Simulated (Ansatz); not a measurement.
Gas-phase electronic energies from Ansatz, PBE0-D4/def2-TZVP geometries. CCSD(T)/CBS is the MP2 limit (def2-TZVPP, def2-QZVPP) plus CCSD(T) − MP2 in def2-TZVPP, frozen cores. This one scheme is used for every species. DFT in def2-TZVPP. HSE06 is defined as in plane-wave codes. One conformer a species, not always the lowest.

Reaction (ligand exchange at the Si–C bond): `C=C[SiH2][SiH3]` + `BN` → `BN[SiH2][SiH3]` + ethylene

`C=C[SiH2][SiH3]`:

```xyz
12

C     1.712    1.340   -0.880
C     0.956    0.990    0.157
Si   -0.821    0.457    0.000
Si   -1.059   -1.799    0.585
H     1.321    1.358   -1.893
H     2.753    1.627   -0.764
H     1.409    0.992    1.147
H    -1.690    1.270    0.899
H    -1.263    0.665   -1.407
H    -0.268   -2.659   -0.337
H    -0.565   -2.022    1.972
H    -2.485   -2.219    0.521
```

`BN`:

```xyz
6

B     0.060   -0.551   -0.398
N    -0.061    0.567    0.410
H    -0.440   -1.580   -0.044
H     0.661   -0.460   -1.429
H     0.333    1.462    0.174
H    -0.552    0.562    1.288
```

`BN[SiH2][SiH3]`:

Cartesian coordinates in Å:
```
B 0.871 -1.060 1.923
N -0.190 -0.559 1.161
Si -0.180 0.884 0.169
Si -0.428 0.345 -2.099
H 1.906 -0.458 1.943
H 0.727 -2.078 2.538
H -1.045 -1.098 1.164
H -1.301 1.778 0.576
H 1.109 1.575 0.415
H 0.722 -0.470 -2.572
H -1.677 -0.442 -2.298
H -0.515 1.583 -2.921
```

`C=C`:

Cartesian coordinates in Å:
```
C -0.571 -0.032 0.332
C 0.571 0.032 -0.332
H -0.738 0.546 1.235
H -1.387 -0.666 0.002
H 0.738 -0.546 -1.235
H 1.387 0.666 -0.002
```

| level | ΔE (kJ/mol) | difference from CCSD(T)/CBS |
| --- | --- | --- |
| r2SCAN0-D4 | -30.6 | 3.3 |
| ωB97X-V | -32.2 | 1.7 |
| PBE0 | -26.6 | 7.3 |
| HSE06 | -26.5 | 7.4 |
| BHLYP | -36.5 | -2.6 |
| HF/def2-SVP | -37.3 | -3.4 |
| MP2/def2-SVP | -29.0 | 4.9 |
| HF/def2-TZVPP | -42.8 | -8.9 |
| CCSD(T)/def2-TZVPP | -33.5 | 0.4 |
| CCSD/CBS(def2) | -35.6 | -1.7 |
| CCSD(T)/CBS | -33.9 | 0 |

Largest T1 diagnostic among the species: 0.013.

At CCSD(T), def2-SVP lies +4.4 kJ/mol from the extrapolated value and def2-TZVPP +0.4 kJ/mol. Leaving LDA and LC-ωPBE aside and taking each functional with its dispersion term where it has one, the values, not all of them listed here, spread over 13.0 kJ/mol, from BHLYP-D4 to PBE-D4.
